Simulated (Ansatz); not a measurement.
`C#[C][Ti]([OH])([F])[Cl]` + H₂O → `[OH][Ti]([OH])([F])[Cl]` + acetylene  (formal hydrolysis of a Ti–C bond)

Calculated with Ansatz (gas phase, PBE0-D4/def2-TZVP geometries, no zero-point term in ΔE). CCSD(T)/CBS is the MP2 limit (def2-TZVPP, def2-QZVPP) plus CCSD(T) − MP2 in def2-TZVPP, frozen cores. This one scheme is used for every species. Functionals use def2-TZVPP. B3LYP here is the variant with VWN-RPA as its local correlation; programs differ in this. HSE06 is defined as in plane-wave codes. For Ti outer-core shells are correlated without core-valence functions, which leaves a few kJ/mol of doubt a bond. Scalar relativity is left out up to krypton. Each species was taken in one conformer, which may not be the lowest.

**Question.** Is it downhill or uphill in electronic energy at CCSD(T)/CBS, and by how much? (Best estimate.)

**Answer.** Computed: Downhill: ΔE = -95.7 kJ/mol.

**Question.** What do these levels give: r2SCAN-D4, B97M-V, BHLYP-D4, B3LYP, HSE06, RPA@PBE/def2-TZVPP, MP2/def2-SVP, MP2/def2-TZVPP, SCS-MP2/def2-TZVPP, CCSD/def2-TZVPP, HF/def2-QZVPP, SCS-MP2/def2-QZVPP? (An estimate is asked.)

**Answer.** Computed: r2SCAN-D4 -103.3, B97M-V -99.8, BHLYP-D4 -104.2, B3LYP -105.8, HSE06 -100.1, RPA@PBE/def2-TZVPP -91.6, MP2/def2-SVP -108.6, MP2/def2-TZVPP -94.6, SCS-MP2/def2-TZVPP -96.4, CCSD/def2-TZVPP -99.5, HF/def2-QZVPP -108.6, SCS-MP2/def2-QZVPP -96.5 kJ/mol.

Largest T1 diagnostic among the species: 0.024, so the coupled-cluster value is less sure than usual.

In def2-TZVPP, CCSD(T) changes the Hartree–Fock value by +12.6 kJ/mol (the triples alone add +3.5 kJ/mol) and MP2 by +14.0 kJ/mol. At CCSD(T), def2-SVP lies −9.3 kJ/mol from the extrapolated value and def2-TZVPP −0.3 kJ/mol.
